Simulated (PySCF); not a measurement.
SeCl₄, SMILES Cl[Se](Cl)(Cl)Cl.

Geometry: PBE0-D3(BJ)/def2-SVP. The isomer is the one that the SMILES or the coordinates give; other isomers of the formula were not compared.

Computed with PBE0-D3(BJ)/def2-SVP (PySCF).

Frequencies are harmonic and unscaled.

### Question
Estimate the vibrational spectrum. (Estimate from the structure and the level; the computed values follow.)

### Answer

```tsv
mode	ν (cm⁻¹)	IR (km/mol)	moving atoms (share of kinetic energy)
1	86	1.5	Cl 98 %
2	123	3.5	Cl 77 %, Se 23 %
3	170	0.0	Cl 100 %
4	178	3.4	Cl 68 %, Se 32 %
5	197	1.3	Cl 88 %, Se 12 %
6	282	5.2	Cl 98 %
7	345	283.2	Cl 51 %, Se 49 %
8	394	64.5	Cl 64 %, Se 36 %
9	404	20.0	Cl 72 %, Se 28 %
```
